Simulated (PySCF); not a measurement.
Calculated NMR parameters of C=C(O[SiH2]O)OC(F)F

* Formula: C3H6F2O3Si
* SMILES: C=C(O[SiH2]O)OC(F)F
* Point group of the computed structure: C1
* Degrees of unsaturation: 1
* Carbon signals: 3
* Proton signals: 5

Molfile (atoms numbered from 1):
```
C3H6F2O3Si
     RDKit          3D

 15 14  0  0  0  0  0  0  0  0999 V2000
   -0.9770    1.3210   -1.3130 C   0  0  0  0  0  0  0  0  0  0  0  0
   -0.1629    0.4950   -0.6734 C   0  0  0  0  0  0  0  0  0  0  0  0
    1.0035    0.0936   -1.1263 O   0  0  0  0  0  0  0  0  0  0  0  0
    2.0599   -0.9801   -0.4247 Si  0  0  0  0  0  4  0  0  0  0  0  0
    2.5257   -0.5558    1.0604 O   0  0  0  0  0  0  0  0  0  0  0  0
   -0.4328   -0.0558    0.5899 O   0  0  0  0  0  0  0  0  0  0  0  0
   -1.7000   -0.0584    1.0456 C   0  0  0  0  0  0  0  0  0  0  0  0
   -1.7920   -0.9933    2.0040 F   0  0  0  0  0  0  0  0  0  0  0  0
   -2.0248    1.1142    1.6433 F   0  0  0  0  0  0  0  0  0  0  0  0
   -0.6912    1.6893   -2.2782 H   0  0  0  0  0  0  0  0  0  0  0  0
   -1.8964    1.6776   -0.8932 H   0  0  0  0  0  0  0  0  0  0  0  0
    3.2120   -0.7585   -1.2692 H   0  0  0  0  0  0  0  0  0  0  0  0
    1.4292   -2.2964   -0.4369 H   0  0  0  0  0  0  0  0  0  0  0  0
    1.9071   -0.4235    1.7762 H   0  0  0  0  0  0  0  0  0  0  0  0
   -2.4647   -0.2609    0.2736 H   0  0  0  0  0  0  0  0  0  0  0  0
  1  2  2  0
  2  3  1  0
  3  4  1  0
  4  5  1  0
  2  6  1  0
  6  7  1  0
  7  8  1  0
  7  9  1  0
  1 10  1  0
  1 11  1  0
  4 12  1  0
  4 13  1  0
  5 14  1  0
  7 15  1  0
M  END
```

PySCF calculation with geometry: GFN2-xTB and shieldings: GIAO PBE0/pcSseg-1; single conformer, averaged over atoms made equivalent by symmetry, fast rotation or ring inversion, no relativistic terms, in vacuum.

Shifts are taken against calculated references (same method and geometry level): 1H (σref 31.72), 13C (σref 186.93), 29Si (σref 349.16) against TMS; 19F (σref 170.95) vs CFCl3; 17O (σref 336.08) vs H2O.

```tsv
carbon	δC, type	δH (multiplicity)	HMBC from (2–3 bonds)	span of the C tensor (ppm)
C1	70.2, CH2	H10 3.96 (br s); H11 3.61 (br s)	–	118
C2	164.3, C	–	H15, H12/H13, H10, H11	158
C7	121.2, CH	6.57 (m)	–	27
```

Other nuclei:
```
  atoms  nucleus                          environment  δ (ppm)  σ (ppm)
H12/H13       1H  hydrogen on a silicon bonded to 2 O     4.86    26.85
    H14       1H   hydrogen on an oxygen bonded to Si     2.71    29.01
  F8/F9      19F              fluorine of a CF2 group    -98.8    269.7
    Si4     29Si           silicon bonded to 2 O, 2 H    -36.9    386.1
     O6      17O                         ether oxygen    195.1    141.0
     O3      17O               oxygen bonded to C, Si    153.6    182.5
     O5      17O               oxygen bonded to Si, H     56.9    279.2
```

1. Carbon types of the structure: 1 × C, 1 × CH, 1 × CH2, leaving 3 H on heteroatoms.
2. δC 164.3: alkene carbon bearing oxygen; an sp2 carbon further deshielded by the attached heteroatom.
3. δC 121.2: sp3 CH bonded to 2 F and O; 3 electronegative neighbours deshield it.
4. δC 70.2: β carbon of an enol-ether or enamine type C=C; the O or N lone pair pushes π density onto this β carbon and shields it.
5. δH 3.96, 3.61: hydrogen on a β carbon of an enol-ether or enamine type C=C; lone-pair donation from O or N shields it, upfield of ordinary alkene protons.
6. δH 2.71: hydrogen on an oxygen bonded to Si; exchangeable, gas-phase position.

OH and NH positions are those of a molecule without intermolecular hydrogen bonds; in solution they move with solvent, concentration and temperature, and exchange usually removes their couplings. Splittings by 19F in the carbon and heteronuclear signals aren't shown, as no couplings were computed. Shifts are as computed. Against solution values, carbons near 30 ppm lie about +3 ppm off and those near 130 ppm about +5 ppm. Of 1309 compounds with measured shifts, 239 miss one by over three times the rms of a fit or turn the order of signals round; such compounds aren't used in these exercises. Unscaled 19F shifts against computed CFCl3 carry errors that often reach 10 to 50 ppm. Experimental scales use liquid or dissolved standards, which lie at an offset from isolated H2O (liquid H2O: subtract about 36 ppm). No couplings were computed; multiplicities are counted from neighbouring protons, with m where these are inequivalent, close in shift, in a saturated or five-membered ring or joined by F or P, and br s for small geminal =CH2 splittings.
